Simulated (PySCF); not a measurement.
CdFBr, SMILES [F][Cd][Br].

Geometry optimised at B3LYP-D3(BJ)/def2-TZVP. The def2 effective core potentials stand for the cores of Cd; spin–orbit coupling is left out.

Level of theory: TDA-LC-ωPBE/def2-SVPD (PySCF).

Vertical excitations; the highest root listed may be one member of a degenerate set. The molecule is in vacuum. State labels are in the subgroup C2v.

Computed excitation energies, oscillator strengths and character:
| state | symmetry | energy (eV) | λ (nm) | f | main pairs |
|---|---|---|---|---|---|
| S1 | B1 | 5.61 | 221 | 0.017 | HOMO−1→LUMO (degenerate set) |
| S2 | B2 | 5.61 | 221 | 0.017 | HOMO→LUMO (degenerate set) |
| S3 | B1 | 6.96 | 178 | 0.031 | HOMO−4→LUMO (degenerate set) |
| S4 | B2 | 6.96 | 178 | 0.031 | HOMO−3→LUMO (degenerate set) |
| S5 | A1 | 7.27 | 170 | 0.106 | HOMO−2→LUMO 59 %, HOMO−1→LUMO+1 17 %, HOMO→LUMO+2 17 % |
| S6 | A1 | 7.60 | 163 | 0.000 | HOMO−1→LUMO+1, HOMO→LUMO+2 (degenerate set) |
| S7 | A2 | 7.60 | 163 | 0.000 | HOMO→LUMO+1, HOMO−1→LUMO+2 (degenerate set) |
| S8 | A2 | 7.60 | 163 | 0.000 | HOMO−1→LUMO+2 47 %, HOMO→LUMO+1 47 % |
| S9 | A1 | 8.09 | 153 | 0.024 | HOMO−5→LUMO 76 % |
| S10 | A1 | 8.91 | 139 | 1.141 | HOMO−2→LUMO 30 %, HOMO→LUMO+2 27 %, HOMO−1→LUMO+1 27 % |
| T1 | B1 | 5.18 | 239 | 0 | HOMO−1→LUMO (degenerate set) |
| T2 | B2 | 5.18 | 239 | 0 | HOMO→LUMO (degenerate set) |
| T3 | A1 | 6.09 | 204 | 0 | HOMO−2→LUMO 87 % |
| T4 | B1 | 6.47 | 192 | 0 | HOMO−4→LUMO 91 % |
Triplets are in the Tamm–Dancoff approximation.
